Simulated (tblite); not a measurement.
C2H10FNSi4.
Atom-mapped SMILES: `[CH3:1][SiH2:2][Si@:3]([SiH3:4])([C:5]#[N:6])[SiH2:7][F:8]` (hydrogens: H9, H10, H11 on C1; H12, H13 on Si2; H14, H15, H16 on Si4; H17, H18 on Si7)

Computed with GFN2-xTB (tblite), gas phase: L-BFGS steps from a force-field or distance-geometry start until the largest atomic force falls under 0.01 eV/Å.

Step 232: E = -651.2554 eV
```
atom  x, y, z in Å  |  force x, y, z in eV/Å
C1      2.6108    0.1643    0.1752   -0.026  -0.011   0.024
Si2     1.1729    0.5288    1.3631    0.019   0.008  -0.001
Si3    -0.7929    0.0497    0.1688   -0.009   0.003   0.008
Si4    -1.2697    1.5452   -1.5742   -0.030   0.008   0.016
C5     -2.1651    0.2720    1.4213    0.010  -0.017   0.000
N6     -3.0060    0.3848    2.1951   -0.021   0.036   0.013
Si7    -1.0330   -2.2178   -0.3069   -0.020  -0.019  -0.039
F8      0.0741   -2.4402   -1.4717    0.009  -0.008   0.012
H9      2.5995    0.8348   -0.6798   -0.001   0.003   0.001
H10     3.5719    0.2765    0.6660    0.020   0.021   0.008
H11     2.5584   -0.8521   -0.2048   -0.002  -0.012  -0.013
H12     1.2440    1.9377    1.7775    0.013  -0.006   0.002
H13     1.3482   -0.2845    2.5747    0.002   0.001  -0.006
H14    -0.3259    2.6666   -1.5242    0.011   0.013  -0.007
H15    -1.1110    0.8988   -2.8781    0.001  -0.014  -0.012
H16    -2.6189    2.1071   -1.5115    0.001  -0.015  -0.003
H17    -0.6099   -3.1540    0.7298    0.010  -0.012  -0.008
H18    -2.2559   -2.7116   -0.9320    0.012   0.020   0.004
```

Step 233: E = -651.2557 eV
```
atom  x, y, z in Å  |  force x, y, z in eV/Å
C1      2.6117    0.1628    0.1762   -0.034  -0.012   0.015
Si2     1.1721    0.5276    1.3614    0.024   0.010   0.005
Si3    -0.7931    0.0488    0.1672   -0.023   0.002   0.014
Si4    -1.2727    1.5446   -1.5743   -0.041   0.022   0.009
C5     -2.1636    0.2774    1.4218    0.013  -0.023  -0.005
N6     -3.0027    0.3958    2.1969   -0.014   0.034   0.006
Si7    -1.0314   -2.2194   -0.3081   -0.010  -0.010  -0.021
F8      0.0853   -2.4429   -1.4632    0.008  -0.007   0.005
H9      2.6054    0.8389   -0.6740    0.003   0.012  -0.011
H10     3.5722    0.2663    0.6691    0.027   0.022   0.015
H11     2.5542   -0.8503   -0.2116   -0.001  -0.019  -0.012
H12     1.2428    1.9363    1.7765    0.013  -0.006   0.004
H13     1.3476   -0.2873    2.5713   -0.001  -0.001   0.002
H14    -0.3329    2.6698   -1.5235    0.009   0.006  -0.007
H15    -1.1156    0.9025   -2.8811    0.003  -0.013  -0.004
H16    -2.6239    2.1036   -1.5092    0.012  -0.020  -0.003
H17    -0.6142   -3.1539    0.7323    0.009  -0.013  -0.004
H18    -2.2498   -2.7141   -0.9392    0.001   0.016  -0.006
```

Step 234: E = -651.2561 eV
```
atom  x, y, z in Å  |  force x, y, z in eV/Å
C1      2.6116    0.1605    0.1763   -0.031  -0.011  -0.003
Si2     1.1721    0.5272    1.3602    0.019   0.002   0.008
Si3    -0.7944    0.0477    0.1676   -0.028   0.000   0.017
Si4    -1.2763    1.5431   -1.5737   -0.042   0.031  -0.001
C5     -2.1631    0.2834    1.4238    0.019  -0.024  -0.016
N6     -3.0014    0.4118    2.1981   -0.011   0.030   0.005
Si7    -1.0295   -2.2212   -0.3095   -0.025  -0.009  -0.009
F8      0.1009   -2.4439   -1.4508    0.012  -0.007  -0.006
H9      2.6117    0.8451   -0.6668    0.008   0.018  -0.017
H10     3.5722    0.2519    0.6717    0.022   0.017   0.014
H11     2.5465   -0.8477   -0.2235    0.002  -0.016  -0.001
H12     1.2449    1.9356    1.7754    0.012  -0.005   0.005
H13     1.3477   -0.2896    2.5684   -0.003  -0.001   0.010
H14    -0.3406    2.6726   -1.5224    0.003  -0.003  -0.007
H15    -1.1199    0.9063   -2.8837    0.005  -0.012   0.008
H16    -2.6295    2.0970   -1.5055    0.015  -0.020  -0.003
H17    -0.6204   -3.1541    0.7358    0.005  -0.012  -0.005
H18    -2.2411   -2.7193   -0.9531    0.017   0.024   0.001
```

**Question.** Estimate the geometry and energy of step 235. (The exact step hangs on the optimiser's Hessian estimate; all steps are aligned on step 234, rigid shifts and turns removed.)

**Answer.** E = -651.2564 eV, largest force 0.050 eV/Å
```
atom  x, y, z in Å  |  force x, y, z in eV/Å
C1      2.6122    0.1594    0.1788   -0.028  -0.001  -0.007
Si2     1.1727    0.5280    1.3609    0.004  -0.008   0.012
Si3    -0.7953    0.0464    0.1692   -0.016  -0.002   0.013
Si4    -1.2773    1.5412   -1.5738   -0.030   0.026  -0.004
C5     -2.1629    0.2850    1.4262    0.006  -0.014  -0.012
N6     -3.0019    0.4228    2.1982    0.003   0.021  -0.004
Si7    -1.0292   -2.2225   -0.3123   -0.025   0.014   0.021
F8      0.1006   -2.4418   -1.4533    0.027  -0.009  -0.028
H9      2.6137    0.8456   -0.6623    0.009   0.035  -0.035
H10     3.5726    0.2497    0.6746    0.024   0.009   0.018
H11     2.5457   -0.8465   -0.2248    0.004  -0.034   0.005
H12     1.2479    1.9364    1.7753    0.010  -0.005   0.005
H13     1.3483   -0.2892    2.5689   -0.005   0.000   0.013
H14    -0.3433    2.6727   -1.5253   -0.003  -0.010  -0.004
H15    -1.1218    0.9058   -2.8853    0.004  -0.012   0.018
H16    -2.6318    2.0906   -1.5029    0.007  -0.013  -0.005
H17    -0.6173   -3.1576    0.7294    0.005  -0.016   0.003
H18    -2.2415   -2.7194   -0.9534    0.003   0.018  -0.011
```

The energy changes by -0.0003 eV. The first-order estimate −F·Δx gives -0.0005 eV and the mean of the old and new forces, exact on a quadratic surface, -0.0003 eV. The step makes an angle of 77° with the force vector and moves no atom by more than 0.011 Å.

The cost below is that of the whole relaxation. The run took 11 s wall on one thread, Intel Xeon at 2.50 GHz (x86_64), no GPU, shared host with 64 logical CPUs at a one-minute load of 59.
